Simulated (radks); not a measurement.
Results of a calculation; reference values are marked as such.
Problem. These are the eigenvalues of the occupied orbitals of an atom or ion with whole-number occupations (eV). Level of theory: non-relativistic Kohn-Sham, BLYP, spin-polarised, spherical densities, point nucleus (a radial shooting solver on a logarithmic mesh with Libxc functionals).

orbital  eigenvalue
1s down   -7050.762
1s up     -7050.759
2s up     -925.3323
2s down   -923.8051
2p up     -814.6900
2p down   -813.5431
3s up     -199.9009
3s down   -196.7876
3p up     -166.6398
3p down   -163.5715
3d up     -112.1386

Which element is it, and in what charge state? The configuration may be excited. Open shells, if any, are filled with parallel spins first.

Solution. Z = 26, iron, charge +6: Fe6+ in [Ar] 3d2. The list shows which subshells hold electrons but not how many an open one holds; the 1s level, -259.11 hartree, gives Z - s = 22.8 by -(Z - s)^2/2, which with screening narrows Z to a few neighbours, and the depths of the outer levels then fix element, charge and occupations together.
